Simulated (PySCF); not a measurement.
# Fractional electron number in Xe (xenon, neutral)

The 5p beta orbital of [Xe] is emptied in steps (occupation f), with all orbitals relaxed, ending at [Kr] 4d10 5s2 5p5. All numbers are calculated (PySCF 2.14, scalar relativity through the core potential, in aug-cc-pVTZ-PP with ECP28MDF (6s5p4d2f, 55 functions)). The exact energy is a straight line in f; departures are measured from the line between the end points of the same method.

```csv
f,UHF (eV),LDA (eV),PBE (eV),PBE0 (eV),r2SCAN (eV),LC-wPBE (eV),BHandHLYP (eV),wB97X (eV),r2SCAN0 (eV),BLYP (eV)
1,0.000,0.000,0.000,0.000,0.000,0.000,0.000,0.000,0.000,0.000
0.8,0.148,-0.683,-0.659,-0.462,-0.612,-0.025,-0.277,-0.089,-0.429,-0.671
0.6,0.217,-1.030,-0.991,-0.693,-0.911,-0.038,-0.419,-0.142,-0.637,-1.011
0.4,0.211,-1.033,-0.992,-0.693,-0.903,-0.037,-0.423,-0.153,-0.631,-1.015
0.2,0.137,-0.691,-0.662,-0.462,-0.598,-0.024,-0.285,-0.113,-0.418,-0.679
0,0.000,0.000,0.000,0.000,0.000,0.000,0.000,0.000,0.000,0.000
```

Q: For r2SCAN0, how does the orbital energy at f = 1 compare with the removal energy?

A: −ε = 9.744 eV against a total-energy difference of 12.447 eV. By Janak's theorem ε = ∂E/∂f, so the gap between them reflects the curvature. Along the path −ε is 10.856 (f = 0.8), 11.949 (f = 0.6), 13.001 (f = 0.4), 14.025 (f = 0.2) eV.

| method | E(f=0) − E(f=1) (eV) | −ε at f=1 (eV) | −ε at f=0.4 (eV) |
| --- | --- | --- | --- |
| UHF | 11.465 | 12.418 | 11.264 |
| LDA | 12.611 | 8.363 | 13.454 |
| PBE | 12.328 | 8.223 | 13.150 |
| PBE0 | 12.394 | 9.513 | 12.973 |
| r2SCAN | 12.428 | 8.580 | 13.216 |
| LC-wPBE | 12.405 | 12.250 | 12.441 |
| BHandHLYP | 12.333 | 10.614 | 12.666 |
| wB97X | 12.333 | 11.811 | 12.394 |
| r2SCAN0 | 12.447 | 9.744 | 13.001 |
| BLYP | 12.210 | 8.039 | 13.036 |

Reference removal energy between the ground levels: 12.130 eV (measured; NIST Atomic Spectra Database, ionization energies). The calculation has no spin-orbit coupling. UHF lacks correlation.
